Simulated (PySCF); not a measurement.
# How methods differ on the ionisation energy of Sb

Sb [Kr] 4d10 5s2 5p3 (4S) → Sb⁺ [Kr] 4d10 5s2 5p2 (3P), as a difference of total energies. All numbers are calculated (PySCF 2.14, the spin-free X2C one-electron Hamiltonian (Gaussian nucleus), in x2c-TZVPall). Correlated levels: valence: [Kr] 4d10 frozen. The calculations carry no spin-orbit coupling.

```
           method  ionisation energy (eV)  error (eV)
              UHF                   8.577      -0.547
             TPSS                   8.962      -0.162
           r2SCAN                   9.171      +0.047
    MP2 (valence)                   8.969      -0.155
SCS-MP2 (valence)                   8.850      -0.274
```

Reference: 9.124 eV (measured; NIST levels, between the centres of gravity of the two terms).

Errors of the correlated levels include the incompleteness of this basis and the frozen core.
